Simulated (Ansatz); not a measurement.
Reaction (ligand exchange at the Al–Cl bond): aluminium trichloride + NH₃ → `[NH2][Al]([Cl])[Cl]` + HCl

Computed with Ansatz on PBE0-D4/def2-TZVP structures; ΔE is electronic, products minus reactants. CCSD(T)/CBS is the MP2 limit (def2-TZVPP, def2-QZVPP) plus CCSD(T) − MP2 in def2-TZVPP, frozen cores. This one scheme is used for every species. Functionals use def2-TZVPP. Each species was taken in one conformer, which may not be the lowest.

(1) Is it downhill or uphill in electronic energy at CCSD(T)/CBS, and by how much? (Estimate.)

(2) What do these levels give: B97M-V, PBE0-D4, ωB97M-V, revPBE, BLYP, r2SCAN0, LC-ωPBE, HF/def2-SVP, HF/def2-QZVPP, MP2/def2-QZVPP, SCS-MP2/def2-QZVPP, MP2/CBS(def2)? (An estimate is asked.)

Largest T1 diagnostic among the species: 0.009.

Answers

(1) Computed: Uphill: ΔE = +59.7 kJ/mol.

(2) Ansatz gave: B97M-V 62.6, PBE0-D4 61.1, ωB97M-V 58.7, revPBE 61.9, BLYP 56.1, r2SCAN0 61.4, LC-ωPBE 56.4, HF/def2-SVP 65.5, HF/def2-QZVPP 62.1, MP2/def2-QZVPP 60.5, SCS-MP2/def2-QZVPP 58.8, MP2/CBS(def2) 62.2 kJ/mol.

In def2-TZVPP, CCSD(T) changes the Hartree–Fock value by −6.5 kJ/mol (the triples alone add +0.4 kJ/mol) and MP2 by −4.0 kJ/mol. Leaving LDA and LC-ωPBE aside and taking each functional with its dispersion term where it has one, the values, not all of them listed here, spread over 8.5 kJ/mol, from CAM-B3LYP-D4 to B97M-V. LDA lies −7.9 kJ/mol from PBE without D4.
